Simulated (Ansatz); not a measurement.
The first iterations of a band of CH3FSTe (7 atoms, charge 0, multiplicity 1).

All numbers below come from Ansatz 0.2.0, RKS PBE-D4/def2-SVP.

```json
{"movable images": "7", "climbing image": "yes", "spring": "5.0 eV/Å²", "optimiser": "quadratic models (default)", "start path": "through a guess of the saddle point", "force threshold": "0.03 eV/Å", "iteration limit": "60", "end points": "relaxed"}
```

Initial state:

```xyz
7
Properties=species:S:1:pos:R:3
F 1.177 -1.391 -0.078
C 0.186 -0.442 0.014
S 0.643 0.970 1.045
Te -0.164 0.293 -2.054
H -0.742 -0.928 0.376
H 0.521 0.320 2.245
H -1.560 1.111 -1.593
```

Final state:

```xyz
7
Properties=species:S:1:pos:R:3
F 1.253 -0.930 -0.282
C -0.002 -0.505 0.066
S 0.038 0.940 1.167
Te -1.209 0.029 -1.707
H -0.550 -1.352 0.532
H 0.807 0.344 2.131
H -0.276 1.405 -1.952
```

| iteration | highest image above the first end (eV) | largest band force component (eV/Å) |
| --- | --- | --- |
| 1 | 0.248 | 2.009 |
| 2 | 0.132 | 1.286 |

Does the band converge within its limit, and where does its top end?

The run converged. It ended after 7 iterations with the highest image 0.037 eV above the first end. A vibrational analysis at the climbing image gives one clearly imaginary mode, 159i cm⁻¹: a first-order saddle point.

Time of the run: 2.3 min on 1 thread of Arm Neoverse V2 (shared host), peak memory 0.12 GiB.
